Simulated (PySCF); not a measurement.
A spin–spin coupling run with PySCF 2.14 (density fitting, non-relativistic, gas phase) on `C1C=C(OCF)[C@@H]1F`, C₅H₆F₂O:

```
$ OMP_NUM_THREADS=1 python probes_run.py task.json out

{"job": {"kind": "j", "xc": "B3LYP", "basis": "pcJ-1"}, "charge": 0, "multiplicity": 1}
F      2.283451    -0.643840    -1.229368
C      2.236892    -0.230017     0.080348
O      1.199179    -0.842271     0.744586
C     -0.051606    -0.422605     0.415696
C     -1.278048    -0.809319     0.764118
C     -1.959815     0.239291    -0.082523
C     -0.535061     0.644822    -0.535409
F     -0.176110     1.936153    -0.223827
H      2.153725     0.866469     0.053221
H      3.168052    -0.554629     0.556170
H     -1.666574    -1.579622     1.398525
H     -2.465646     1.024675     0.475830
H     -2.608202    -0.128367    -0.875622
H     -0.300916     0.498788    -1.593779
```

Hardware: 1 thread of an Intel Xeon, shared host. The job also computes field gradients.

Question: How large is the calculation?

Answer: 62 electrons, 276 basis functions and 971 auxiliary functions.

Question: How long does it take, and how much memory does it need?

Answer: 3.5 min of wall time, with 14 SCF cycles; peak memory 1.1 GiB. Times on a shared host scatter by some tens of per cent.
